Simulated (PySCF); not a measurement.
These are PBE-D3(BJ)/def2-TZVP // BP86-D3(BJ)/def2-SVP (PySCF) values and carry that method's errors. All species are isolated molecules in the gas phase. One relaxed conformer stands for a flexible species; it need not be the lowest. 

Reference species: [Hf(OH)4] (neutral, multiplicity 1).

```yaml
charge on the central atom (Mulliken): 1.43 e
coordination_number: 4
LUMO: -0.62 eV
```

Changed species: [W(=O)2(OH)2] (M = W, dioxo; the reference has M = Hf).

Q: Predict the effect on the charge on the central atom (Mulliken), coordination number and LUMO.

A: the charge on the central atom (Mulliken) falls by 0.06 e, to 1.37 e; the coordination number is nearly the same; the LUMO drops by 2.06 eV, to -2.68 eV.
